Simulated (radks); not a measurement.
Initial-state core-level shifts of the arsenic ion As+ when its valence configuration changes from [Ar] 3d10 4s2 4p2. Method: Dirac Kohn-Sham, BLYP, spin-unpolarised, spherical densities, finite nucleus; open shells are shared between the two j in proportion to 2j + 1; Fermi nuclear charge, rms radius 4.0968 fm; computed with a radial shooting solver on a logarithmic mesh with Libxc functionals. Shifts are changes of the shell-averaged eigenvalues in eV (positive: less bound); the change of the density at the nucleus, which sets a Mossbauer isomer shift, is in e/bohr^3, on a base of 3.558e+04.

valence,2s,2p,3s,3p,density at nucleus
3d10 4s1 4p3,-1.664,-1.660,-1.695,-1.687,-23.816
3d9 4s2 4p3,-14.782,-14.666,-11.940,-11.703,+13.994
3d9 4s1.5 4p3.5,-15.563,-15.444,-12.728,-12.487,+0.481
3d8 4s2 4p4,-30.611,-30.375,-24.220,-23.750,+29.187
3d9 4s1 4p4,-16.328,-16.205,-13.501,-13.256,-13.359
3d9.5 4s2 4p2.5,-7.257,-7.200,-5.923,-5.805,+6.843
3d10 4s1.5 4p2.5,-0.843,-0.841,-0.858,-0.854,-11.726
3d9 4p5,-17.813,-17.681,-15.003,-14.750,-41.973
3d9.5 4s1.5 4p3,-8.067,-8.008,-6.745,-6.623,-5.777
